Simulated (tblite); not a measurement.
Isomers of C5H13OPS. Calculated harmonic vibrations of the isolated species, GFN2-xTB (tblite), most abundant isotopes, no scaling. Errors from tens to a few hundred cm⁻¹ against measured bands are possible. Modes of hydrogen on phosphorus can be 10 to 20 % off. One conformer each.

Electronic energies: GFN2-xTB at the same geometries; isomer energies are rough at this level and their order can be wrong.

```tsv
SMILES	electronic energy, lowest = 0 (kJ/mol)
CC[P@@](C)(=O)CSC	0.0
CC[P@H](=S)CCCO	65.4
CC[P@@H](=S)CCOC	75.8
```

Question: How do GFN2-xTB zero-point energies change the relative energies?

Answer: 
```tsv
SMILES	ZPE (kJ/mol)	of it from modes above 1550 cm⁻¹	electronic (kJ/mol)	with ZPE, lowest = 0 (kJ/mol)	lowest mode (cm⁻¹)	rings
CC[P@@](C)(=O)CSC	449.0	234.3	0.0	0.0	26	0
CC[P@H](=S)CCCO	454.0	228.6	65.4	70.3	50	0
CC[P@@H](=S)CCOC	451.8	225.5	75.8	78.6	50	0
```

The zero-point energies span 5.0 kJ/mol, from `CC[P@@](C)(=O)CSC` to `CC[P@H](=S)CCCO`. The order is unchanged.

Question: What do entropy and thermal enthalpy add at 298.15 K and 1 bar (rigid rotor, harmonic oscillator, one conformer each)?

Answer: 
```csv
SMILES,point group,symmetry number,S (J/(mol K)),H − H(0) (kJ/mol),ZPE + H − H(0) − TS (kJ/mol)
CC[P@@](C)(=O)CSC,C1,1,461.3,34.81,346.3
CC[P@H](=S)CCCO,C1,1,433.9,31.53,356.2
CC[P@@H](=S)CCOC,C1,1,446.6,32.72,351.4
```
